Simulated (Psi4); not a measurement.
iodine atom (I), doublet (all electrons, no relativity). Base run: CAM-B3LYP/STO-3G run with Psi4.

The Psi4 input:
```
memory 2 GB

molecule {
0 2
I     0.00000000    0.00000000    0.00000000
}

set {
  basis sto-3g
  reference uks
  scf_type pk
}

energy('cam-b3lyp')
print_variables()
```

Each row names what was changed in the base input (with any setting that the change needs).

```json
[
 {"change": "base", "ΔE vs base (mEh)": "0.000", "SCF cycles": "4", "grid points": "18114", "basis functions": "27"},
 {"change": "d_convergence = 1e-8", "ΔE vs base (mEh)": "0.000", "SCF cycles": "5", "grid points": "18114", "basis functions": "27"},
 {"change": "dft_spherical_points = 974", "ΔE vs base (mEh)": "0.001", "SCF cycles": "4", "grid points": "57466", "basis functions": "27"},
 {"change": "d_convergence = 1e-10", "ΔE vs base (mEh)": "0.000", "SCF cycles": "5", "grid points": "18114", "basis functions": "27"},
 {"change": "dft_radial_scheme = multiexp", "ΔE vs base (mEh)": "0.417", "SCF cycles": "4", "grid points": "21140", "basis functions": "27"},
 {"change": "puream = true", "ΔE vs base (mEh)": "0.000", "SCF cycles": "4", "grid points": "18114", "basis functions": "27"},
 {"change": "level_shift = 0.3", "ΔE vs base (mEh)": "0.000", "SCF cycles": "4", "grid points": "18114", "basis functions": "27"},
 {"change": "level_shift = 1.0", "ΔE vs base (mEh)": "0.000", "SCF cycles": "5", "grid points": "18114", "basis functions": "27"},
 {"change": "guess = sadno", "ΔE vs base (mEh)": "0.000", "SCF cycles": "5", "grid points": "18114", "basis functions": "27"},
 {"change": "dft_radial_points = 50", "ΔE vs base (mEh)": "5.218", "SCF cycles": "4", "grid points": "12080", "basis functions": "27"},
 {"change": "soscf = true", "ΔE vs base (mEh)": "0.000", "SCF cycles": "4", "grid points": "18114", "basis functions": "27"},
 {"change": "dft_radial_points = 150", "ΔE vs base (mEh)": "0.283", "SCF cycles": "4", "grid points": "35414", "basis functions": "27"},
 {"change": "scf_type = out_of_core", "ΔE vs base (mEh)": "0.000", "SCF cycles": "4", "grid points": "18114", "basis functions": "27"}
]
```

Open shells are given as the SCF converged; they aren't shown to be the lowest states, and a large step between rows can be another state.
